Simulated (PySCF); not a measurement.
A run for PySCF: R-HF/3-21G on BH5O2Si (SMILES OB(O)[SiH3]), a point of a torsion scan.

```python
from pyscf import gto, scf, dft, mp
from pyscf.data.elements import chemcore

mol = gto.M(
    atom='''
    O    -1.46003078   -1.10145572   -0.13175378
    B    -0.69403641   -0.01074997    0.07904088
    O    -1.36204865    1.12987712    0.42621057
    Si    1.26251723   -0.19220115   -0.11958067
    H    -2.40345931   -0.96493188   -0.01407577
    H    -0.84875513    1.92008875    0.58103428
    H     1.70366662   -1.34393474   -0.90871341
    H     1.96220104   -0.29262152    1.17310741
    H     1.87394686    0.99409256   -0.75176302
    ''',
    basis='3-21g',
    charge=0, spin=0, verbose=3, max_memory=1800)
mf = scf.RHF(mol)
mf.conv_tol = 1e-8
mf.max_cycle = 100
mf.kernel()
if not mf.converged:
    mf = mf.newton().run(mf.mo_coeff, mf.mo_occ)
```

**Question.** What total energy does the run end on?

**Answer.** -463.8259 hartree.
